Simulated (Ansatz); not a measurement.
The same path of H2O + H7N3Si (14 atoms, charge 0, multiplicity 1) was run twice with different band settings. Lost on the way: Si1–H2, O12–H14. Made: Si1–O12, H2–H14.

These are results of RKS PBE0/6-31G* in Ansatz, not measurements.

Relaxed end points:

```xyz
14
Properties=species:S:1:pos:R:3
Si -0.189 0.286 -0.023
H -0.506 0.404 1.432
N 1.513 0.334 -0.228
H 2.008 -0.442 0.206
H 1.865 0.510 -1.160
N -0.807 1.517 -1.071
H -1.806 1.582 -1.213
H -0.398 2.441 -1.014
N -0.922 -1.264 -0.410
H -1.784 -1.500 0.070
H -1.001 -1.508 -1.392
O 1.449 -2.507 0.787
H 0.601 -2.294 0.342
H 1.197 -2.646 1.708
```

```xyz
14
Properties=species:S:1:pos:R:3
Si 0.040 -0.370 -0.594
H 0.774 -0.552 3.988
N 1.668 -0.003 -0.994
H 2.406 -0.634 -0.717
H 1.892 0.503 -1.837
N -0.775 1.140 -0.635
H -1.780 1.176 -0.531
H -0.328 1.939 -0.208
N -0.997 -1.384 -1.543
H -0.745 -2.356 -1.661
H -1.352 -1.007 -2.413
O 0.244 -1.211 0.834
H -0.558 -1.679 1.094
H 0.731 -0.647 3.249
```

Common settings: spring 5.0 eV/Å²; optimiser quadratic models (default); start path through a guess of the saddle point; force threshold 0.03 eV/Å; iteration limit 60; end points relaxed.

| run | movable images | climbing image |
| --- | --- | --- |
| 1 | 5 | yes |
| 2 | 6 | no |

(1) What does each run give, and how far can it be trusted?

Results:

(1) Run 1: converged after 30 iterations, highest image 1.658 eV above the first end. Neighbouring images differ by up to 1.8 eV, so the band resolves the path poorly. A vibrational analysis at the climbing image gives one clearly imaginary mode, 1263i cm⁻¹: a first-order saddle point.
Run 2: converged after 33 iterations, highest image 0.810 eV above the first end. Neighbouring images differ by up to 1.3 eV, so the band resolves the path poorly. No image climbed, so the highest image needn't sit at the top of the path.
The orbitals stay closed-shell, which can raise the energy where a bond breaks towards radicals; this wasn't checked here.
